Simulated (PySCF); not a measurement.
A structure optimised at PBE0-D3(BJ)/def2-TZVP, used in a PySCF frequency run:

```xyz
3

O      0.0000    -1.3396    -0.5939
Se     0.0000     0.0000     0.2795
O      0.0000     1.3396    -0.5939
```

### Question
Write its SMILES, formula and point group.

### Answer
O=[Se]=O, O₂Se, C2v

### Question
What are its rotational constants (standard atomic weights)?

### Answer
29.096, 8.8017, 6.7575 GHz
